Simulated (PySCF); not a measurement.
Gas-phase reaction: 2 GeO₂ + C₄H₁₀ (isobutane) → 2 GeO + C₂H₂ (acetylene) + 2 CH₃OH

Computed with PySCF and rigid-rotor harmonic-oscillator thermochemistry at 1 bar. † marks an energy on the PBE0/def2-TZVP geometry and frequencies; other levels use their own. 6-31G* has spherical d functions here. All species are closed-shell singlets. B3LYP is the form with VWN-RPA correlation. Ge: all electrons, no relativistic terms. GeO₂: computed as isolated molecules; such fragments, hydroxides, amides, oligomers or adducts are transient or little studied in the gas. The harmonic model lacks anharmonicity and excited electronic states, which grow with temperature; levels with a mode under 35 cm⁻¹ are left out. Internal rotation in C₄H₁₀ (isobutane), CH₃OH is treated as a harmonic vibration of one conformer, which makes the entropy rough.

ΔH° and ΔS° at 298 K: B3LYP/6-31G* 44 kJ, 338 J/K; B3LYP/def2-TZVP† 38 kJ, 342 J/K; HF/6-31G* -55 kJ, 342 J/K; PBE/def2-SVP 117 kJ, 338 J/K; PBE0/def2-TZVP 102 kJ, 342 J/K.

Task: With the heat capacities included, give log10 K (1 bar) at 600, 1000, 1600, 1800, 2000 K from B3LYP/6-31G*, B3LYP/def2-TZVP†, HF/6-31G*, PBE/def2-SVP, PBE0/def2-TZVP.

Result: 
```csv
T (K),B3LYP/6-31G*,B3LYP/def2-TZVP†,HF/6-31G*,PBE/def2-SVP,PBE0/def2-TZVP
600,13.8,14.6,22.6,7.4,9.0
1000,15.2,15.7,20.5,11.3,12.4
1600,15.8,16.2,19.1,13.3,14.1
1800,15.8,16.2,18.8,13.6,14.3
2000,15.8,16.2,18.5,13.8,14.5
```
